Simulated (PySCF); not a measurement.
A side-by-side comparison of computed properties.

First species: C2H11GeNOSi.
Bonds: C1–C2, C2–O3, O3–Ge4, Ge4–N5, N5–Si6. Hydrogens: H7, H8, H9 on C1; H10, H11 on C2; H12, H13 on Ge4; H14 on N5; H15, H16, H17 on Si6.

Second species: C6H11NO.
SMILES: `CC(=O)/C=C/N(C)C`

Levels: wB97X-D/def2-SVPD for dipole moment, HOMO energy, LUMO energy, HOMO–LUMO gap, static isotropic polarisability and electronic spatial extent ⟨r²⟩ about the centre of nuclear charge; TDDFT wB97X-D/def2-SVPD for lowest singlet excitation; TDA wB97X-D/def2-SVPD for lowest triplet excitation (Tamm–Dancoff); ΔSCF wB97X-D/def2-SVPD for vertical ionisation energy; PBE0-D3(BJ)/def2-SVP for rotational constant A and rotational constant C. Geometries: PBE0-D3(BJ)/def2-SVP. Each species is one conformer at its optimised geometry, gas phase, non-relativistic unless stated; the electronic structure was computed with PySCF and density fitting.

The conformers computed, where there is a choice (atom-mapped SMILES and torsion angles):
- `[CH3:1][CH2:2][O:3][GeH2:4][NH:5][SiH3:6]`: C1–C2–O3–Ge4 170°, C2–O3–Ge4–N5 -56°, O3–Ge4–N5–Si6 -68°
- `[CH3:1][C:2](=[O:3])/[CH:4]=[CH:5]/[N:6]([CH3:7])[CH3:8]`: C1–C2–C4–C5 179°, C4–C5–N6–C7 1°

(1) Which has the higher HOMO energy?

(2) Which has the higher LUMO energy?

(3) Which of the two has the higher vertical ionisation energy, and by how much?

(4) Which of the two has the higher HOMO–LUMO gap, and by how much?

(5) Which of the two has the higher T1 energy, and by how much?

(6) Which has the higher dipole moment?

(7) Which has the higher ⟨r²⟩?

(8) Which of the two has the higher S1 energy, and by how much?

## Answers

(1) The second: -7.79 eV against -9.41 eV, a difference of 1.62 eV.

(2) The first: 1.66 eV against 1.10 eV, a difference of 0.56 eV.

(3) The first: 9.52 eV against 7.82 eV, a difference of 1.70 eV.

(4) The first: 11.07 eV against 8.89 eV, a difference of 2.18 eV.

(5) The first: 6.14 eV against 3.28 eV, a difference of 2.86 eV.

(6) The second: 5.14 D against 1.77 D, a difference of 3.37 D.

(7) The first: 1450 bohr² against 1420 bohr², a difference of 30 bohr².

(8) The first: 6.45 eV against 4.27 eV, a difference of 2.18 eV.

On the first: The vertical singlet–triplet gap S1 − T1 is 0.31 eV (TDDFT singlet less Tamm–Dancoff triplet; S1: HOMO→LUMO, weight 0.87; T1: HOMO→LUMO, weight 0.78). No computed singlet falls in the visible range (750 to 380 nm, 1.65 to 3.26 eV); S1 lies 3.19 eV above its blue end. The calculation is non-relativistic and has no spin–orbit coupling, an omission that weighs most on germanium.

On the second: In wavenumbers S1 is 34400 cm⁻¹ (1 eV = 8065.54 cm⁻¹).
